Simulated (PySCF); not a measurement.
CH3AlF, SMILES [CH3][Al+][F], charge +1. Geometry: PBE-D3(BJ)/def2-TZVP. The spin state was assumed, not searched. The isomer is the one that the SMILES or the coordinates give; other isomers of the formula were not compared.

Computed equilibrium geometry at PBE-D3(BJ)/def2-TZVP (PySCF confirms it by a frequency run) as a Z-matrix, and its point group:
point group C3v.
```
C
H 1 1.1003
H 1 1.1003 2 110.37
H 1 1.1003 2 110.37 3 122.27
Al 1 1.9159 2 108.56 3 -118.87
F 5 1.6193 2 155.28 1 180.00
```
Charge +1, spin multiplicity 1.
